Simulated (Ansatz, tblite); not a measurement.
Cost and result up the ladder for (F3Sn)2NH (Sn2NF6H) (10 atoms). The state is a singlet with charge 0. Geometry: PBE0-D4/def2-SVP.

| atom | x (Å) | y (Å) | z (Å) |
| --- | --- | --- | --- |
| Sn1 | 1.416 | -0.262 | 0.534 |
| F2 | 1.856 | -1.889 | -0.360 |
| F3 | 3.040 | 0.756 | 0.422 |
| F4 | 1.155 | -0.480 | 2.411 |
| N5 | 0.121 | 0.972 | -0.413 |
| Sn6 | -1.652 | 0.130 | -0.516 |
| F7 | -3.156 | 0.804 | 0.439 |
| F8 | -2.397 | -0.526 | -2.143 |
| F9 | -0.814 | -1.330 | 0.499 |
| H10 | 0.430 | 1.824 | -0.872 |

Ansatz on 4 threads of Arm Neoverse V1 on a shared host; xTB runs through tblite on one thread. Times are rough, summed over both states, and most runs start from the orbitals of an earlier one. PBE-QIDH/def2-TZVP serves as the yardstick here, not as an exact answer. The other state is a doublet.

In the def2 sets Sn takes a core potential; there is no spin–orbit coupling. The xTB rows come from tblite. Correlated methods freeze 15 core orbitals; core or outer-core shells of Sn are correlated, in sets that lack core-valence functions. HOMO above LUMO, or a gap near zero within one spin, warns that the state may not be the lowest or that an electron is smeared out.

Correlated methods converge slowly with the basis.

Raw xTB energies of ions are shifted by several eV.

```json
{"level": "GFN1-xTB", "functions": "48", "wall time": "0.02 s"}
{"level": "GFN2-xTB", "functions": "47", "wall time": "0.026 s"}
{"level": "PBE-D4/def2-TZVP", "functions": "323", "wall time": "28 s"}
{"level": "PBE0-D4/def2-TZVP", "functions": "323", "wall time": "36 s"}
{"level": "PBE-QIDH/def2-TZVP", "functions": "323", "wall time": "65 s"}
```

Estimate what each level gives for the vertical IE (eV).


| level | vertical IE (eV) | difference from PBE-QIDH/def2-TZVP (eV) | remarks |
| --- | --- | --- | --- |
| GFN1-xTB | 17.06 | 5.27 | – |
| GFN2-xTB | 16.92 | 5.13 | – |
| PBE-D4/def2-TZVP | 11.32 | -0.47 | gap within one spin near zero (+1 doublet) |
| PBE0-D4/def2-TZVP | 11.59 | -0.21 | – |
| PBE-QIDH/def2-TZVP | 11.79 | 0.00 | – |
